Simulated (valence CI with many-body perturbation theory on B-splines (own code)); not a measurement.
Level structure of Rb XVII

Computed by configuration interaction combined with many-body perturbation theory (CI+MBPT): three valence electrons over a frozen Dirac-Fock core [Ar], radial functions for each j: 7 s, 7 p, 8 d, 6 f, 4 g, 1 h, with the one-electron correlation potential Σ1 (screened to all orders), the two-electron term Σ2, the three-electron term Σ3, Breit, model QED; selected single and double excitations, second order for the rest, scaled by the run's own slope (own B-spline code, finite nucleus).

No measured spectrum was set against this ion. As an estimate, terms of the open shell hold to 2 to 4 % of their energy, and close levels can change places. Only levels of the ground parity were solved; by the run's estimate the other parity begins above the list, which can be wrong where configurations are misplaced.

Levels 1 to 19 of 19, with energies above the lowest level, 3d³ ⁴F_3/2. "Leading %" is the weight of the configuration and term that name the level; weights of strongly mixed levels are sums over their largest components and can fall short, so below about 35 % the name and the second component can differ from the true leading terms, or belong to a minority configuration. In the jj column 3d3/2^4 stands for four electrons in 3d with j = 3/2.

```tsv
No.	Configuration	Term	J	E (eV)	Leading %	Second component	Leading jj
1	3d³	⁴F	3/2	0.000	96	4 % 3d³ ²D	3d3/2^3 (52 %)
2	3d³	⁴F	5/2	0.885	98		3d3/2^2 3d5/2 (84 %)
3	3d³	⁴F	7/2	1.854	98		3d3/2 3d5/2^2 (67 %)
4	3d³	⁴F	9/2	2.805	92	7 % 3d³ ²G	3d3/2 3d5/2^2 (51 %)
5	3d³	⁴P	3/2	5.631	67	24 % 3d³ ²P	3d3/2^2 3d5/2 (66 %)
6	3d³	⁴P	1/2	5.873	87	13 % 3d³ ²P	3d3/2^2 3d5/2 (86 %)
7	3d³	²G	7/2	6.796	97		3d3/2 3d5/2^2 (53 %)
8	3d³	²G	9/2	7.201	57	37 % 3d³ ²H	3d3/2^2 3d5/2 (71 %)
9	3d³	⁴P	5/2	7.220	96		3d3/2 3d5/2^2 (65 %)
10	3d³	²D	3/2	8.377	54	27 % 3d³ ⁴P	3d3/2 3d5/2^2 (83 %)
11	3d³	²P	1/2	8.919	87	13 % 3d³ ⁴P	3d3/2 3d5/2^2 (86 %)
12	3d³	²H	11/2	9.748	100		3d3/2 3d5/2^2 (100 %)
13	3d³	²H	9/2	9.918	62	36 % 3d³ ²G	3d5/2^3 (51 %)
14	3d³	²D	5/2	10.183	95		3d3/2 3d5/2^2 (58 %)
15	3d³	²P	3/2	11.161	59	34 % 3d³ ²D	3d5/2^3 (86 %)
16	3d³	²F	7/2	14.147	99		3d3/2 3d5/2^2 (79 %)
17	3d³	²F	5/2	14.410	96		3d3/2 3d5/2^2 (49 %)
18	3d³	²D	5/2	21.611	96		3d5/2^3 (45 %)
19	3d³	²D	3/2	21.857	100		3d3/2 3d5/2^2 (87 %)
```

Names give the largest LS component (configuration and term), which can be under half, so a name can repeat, a term be missing and a line seem to break the LS rules; names also repeat where a configuration has a term twice.

The ionisation energy to 3d² ³F2 of the next ion comes out as 601.58 eV (NIST: 601 ± 3 eV (theoretical)). All 19 levels together are meant to be complete up to 22.731 eV.
